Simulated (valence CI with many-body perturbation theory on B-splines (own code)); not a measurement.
**Energy levels of Cs⁴⁰⁺**

Calculated by valence CI with perturbative core correlation (CI+MBPT): five valence electrons over a frozen Dirac-Fock core [Ne], radial functions for each j: 11 s, 11 p, 10 d, 8 f, 5 g, 2 h, with the one-electron correlation potential Σ1 (screened to all orders), the two-electron term Σ2, the three-electron term Σ3, Breit, model QED; selected single and double excitations, second order for the rest, scaled by the run's own slope (own B-spline code, finite nucleus).

The last digits are not significant, and no measured levels were compared; by estimate large intervals hold to a few tenths of a per cent, small ones and those within an open d or f shell to about a per cent. Among the levels kept, up to 3200 cm⁻¹ of a level comes from second order outside the variational space, and about a tenth of that is noise between levels of different J, which matters for small intervals.

Levels 1 to 45 of 167, with energies above the lowest level, (3s^2 3p1/2^2 3p3/2) J=3/2. "Leading %" is the weight of the configuration and term that name the level; weights of strongly mixed levels are sums over their largest components and can fall short. In the jj column 3d3/2^4 stands for four electrons in 3d with j = 3/2. Lifetimes count E1, E2, E3, M1 and M2 decay at the calculated energies, and are blank where another channel may lead or the interval is too uncertain; long ones can be off by a factor of two.

| No. | Configuration | Term | J | E (cm⁻¹) | Leading % | g | Lifetime | Leading jj |
| --- | --- | --- | --- | --- | --- | --- | --- | --- |
| 1 | 3s²3p³ | ²P° | 3/2 | 0 | 44 | 1.394 |  | 3s^2 3p1/2^2 3p3/2 (98 %) |
| 2 | 3s²3p³ | ⁴S° | 3/2 | 629410 | 52 | 1.438 | 198 ns | 3s^2 3p1/2 3p3/2^2 (98 %) |
| 3 | 3s²3p³ | ²D° | 5/2 | 696880 | 98 | 1.193 | 1.06 μs | 3s^2 3p1/2 3p3/2^2 (98 %) |
| 4 | 3s²3p³ | ²P° | 1/2 | 780050 | 98 | 0.657 | 262 ns | 3s^2 3p1/2 3p3/2^2 (98 %) |
| 5 | 3s²3p²3d | ⁴F | 3/2 | 1254400 | 37 | 0.787 | 434 ps | 3s^2 3p1/2^2 3d3/2 (95 %) |
| 6 | 3s²3p³ | ²P° | 3/2 | 1418800 | 53 | 1.285 | 92.7 ns | 3s^2 3p3/2^3 (97 %) |
| 7 | 3s3p⁴ | ⁴P | 5/2 | 1422400 | 30 | 1.353 | 113 ps | 3s^2 3p1/2^2 3d5/2 (55 %) |
| 8 | 3s3p⁴ | ⁴P | 5/2 | 1568400 | 40 | 1.329 | 10.5 ps | 3s 3p1/2^2 3p3/2^2 (51 %) |
| 9 | 3s3p⁴ | ²S | 1/2 | 1683100 | 47 | 2.195 | 11.0 ps | 3s 3p1/2^2 3p3/2^2 (82 %) |
| 10 | 3s3p⁴ | ²D | 3/2 | 1690500 | 27 | 1.154 | 6.96 ps | 3s 3p1/2^2 3p3/2^2 (69 %) |
| 11 | 3s²3p²3d | ²F | 5/2 | 1880200 | 48 | 0.960 | 439 ps | 3s^2 3p1/2 3p3/2 3d3/2 (96 %) |
| 12 | 3s²3p²3d | ⁴F | 3/2 | 1888000 | 30 | 0.931 | 36.5 ps | 3s^2 3p1/2 3p3/2 3d3/2 (92 %) |
| 13 | 3s²3p²3d | ⁴D | 1/2 | 1892800 | 77 | 0.223 | 252 ps | 3s^2 3p1/2 3p3/2 3d3/2 (97 %) |
| 14 | 3s²3p²3d | ²G | 7/2 | 1944700 | 40 | 1.068 | 70.4 ns | 3s^2 3p1/2 3p3/2 3d3/2 (91 %) |
| 15 | 3s²3p²3d | ²P | 3/2 | 2036300 | 31 | 1.454 | 516 ps | 3s^2 3p1/2 3p3/2 3d5/2 (68 %) |
| 16 | 3s²3p²3d | ⁴D | 7/2 | 2042300 | 46 | 1.307 | 3.84 ns | 3s^2 3p1/2 3p3/2 3d5/2 (98 %) |
| 17 | 3s²3p²3d | ²D | 5/2 | 2078900 | 31 | 1.162 | 14.7 ps | 3s^2 3p1/2 3p3/2 3d5/2 (77 %) |
| 18 | 3s²3p²3d | ²D | 5/2 | 2110100 | 34 | 1.281 | 2.10 ps | 3s^2 3p1/2 3p3/2 3d3/2 (66 %) |
| 19 | 3s²3p²3d | ²G | 9/2 | 2112800 | 55 | 1.204 |  | 3s^2 3p1/2 3p3/2 3d5/2 (98 %) |
| 20 | 3s²3p²3d | ⁴P | 3/2 | 2144600 | 24 | 1.245 | 1.17 ps | 3s^2 3p1/2 3p3/2 3d3/2 (75 %) |
| 21 | 3s²3p²3d | ²P | 1/2 | 2144700 | 40 | 1.615 | 1.62 ps | 3s^2 3p1/2 3p3/2 3d3/2 (82 %) |
| 22 | 3s²3p²3d | ²F | 7/2 | 2242400 | 43 | 1.088 | 8.14 ps | 3s^2 3p1/2 3p3/2 3d5/2 (84 %) |
| 23 | 3s²3p²3d | ⁴D | 3/2 | 2254500 | 24 | 1.138 | 7.81 ps | 3s^2 3p1/2 3p3/2 3d5/2 (50 %) |
| 24 | 3s²3p²3d | ²D | 5/2 | 2259600 | 33 | 1.172 | 3.45 ps | 3s^2 3p1/2 3p3/2 3d5/2 (67 %) |
| 25 | 3s²3p²3d | ²S | 1/2 | 2276700 | 34 | 1.438 | 5.59 ps | 3s^2 3p1/2 3p3/2 3d5/2 (68 %) |
| 26 | 3s²3p²3d | ²P | 3/2 | 2325500 | 27 | 1.108 | 4.63 ps | 3s^2 3p1/2 3p3/2 3d5/2 (62 %) |
| 27 | 3s3p⁴ | ²D | 5/2 | 2370800 | 51 | 1.262 | 3.84 ps | 3s 3p1/2 3p3/2^3 (56 %) |
| 28 | 3s3p⁴ | ²P | 3/2 | 2479100 | 45 | 1.169 | 2.21 ps | 3s 3p1/2 3p3/2^3 (69 %) |
| 29 | 3s3p⁴ | ²P | 1/2 | 2489900 | 31 | 1.243 | 2.31 ps | 3s 3p1/2 3p3/2^3 (51 %) |
| 30 | 3s3p³3d | ⁶D° | 5/2 | 2736600 | 30 | 1.328 | 68.9 ps | 3s 3p1/2^2 3p3/2 3d3/2 (88 %) |
| 31 | 3s3p³3d | ⁶D° | 3/2 | 2747800 | 37 | 1.385 | 47.1 ps | 3s 3p1/2^2 3p3/2 3d3/2 (89 %) |
| 32 | 3s²3p²3d | ²F | 7/2 | 2750500 | 44 | 1.268 | 9.91 ps | 3s^2 3p3/2^2 3d5/2 (78 %) |
| 33 | 3s3p³3d | ⁶D° | 1/2 | 2753000 | 46 | 2.667 | 81.4 ps | 3s 3p1/2^2 3p3/2 3d3/2 (88 %) |
| 34 | 3s²3p²3d | ²D | 5/2 | 2759300 | 33 | 1.194 | 1.77 ps | 3s^2 3p3/2^2 3d3/2 (78 %) |
| 35 | 3s²3p²3d | ²P | 1/2 | 2762600 | 53 | 1.140 | 1.84 ps | 3s^2 3p3/2^2 3d3/2 (57 %) |
| 36 | 3s²3p²3d | ²D | 3/2 | 2767400 | 26 | 1.175 | 1.40 ps | 3s^2 3p3/2^2 3d3/2 (77 %) |
| 37 | 3s3p³3d | ⁶D° | 7/2 | 2773700 | 32 | 1.353 | 94.2 ps | 3s 3p1/2^2 3p3/2 3d3/2 (73 %) |
| 38 | 3s²3p²3d | ⁴F | 9/2 | 2778500 | 54 | 1.228 | 167 ns | 3s^2 3p3/2^2 3d5/2 (97 %) |
| 39 | 3s²3p²3d | ²F | 7/2 | 2788000 | 66 | 1.080 | 2.81 ps | 3s^2 3p3/2^2 3d3/2 (72 %) |
| 40 | 3s²3p²3d | ²S | 1/2 | 2788400 | 40 | 1.760 | 5.77 ps | 3s^2 3p3/2^2 3d5/2 (57 %) |
| 41 | 3s3p³3d | ⁴F° | 3/2 | 2872700 | 31 | 0.962 | 12.2 ps | 3s 3p1/2^2 3p3/2 3d3/2 (66 %) |
| 42 | 3s²3p²3d | ²D | 3/2 | 2880800 | 61 | 0.910 | 1.94 ps | 3s^2 3p3/2^2 3d3/2 (80 %) |
| 43 | 3s3p³3d | ⁶D° | 9/2 | 2900100 | 46 | 1.403 | 81.3 ps | 3s 3p1/2^2 3p3/2 3d5/2 (91 %) |
| 44 | 3s²3p²3d | ²D | 5/2 | 2944500 | 79 | 1.202 | 639 ps | 3s^2 3p3/2^2 3d5/2 (97 %) |
| 45 | 3s3p³3d | ⁴G° | 5/2 | 2975900 | 32 | 0.859 | 5.83 ps | 3s 3p1/2^2 3p3/2 3d3/2 (81 %) |

The ionisation energy to 3s²3p² ³P0 of the next ion comes out as 2946.9 eV (NIST: 2945 ± 4 eV (theoretical)). All 167 levels together are meant to be complete up to 4592100 cm⁻¹.
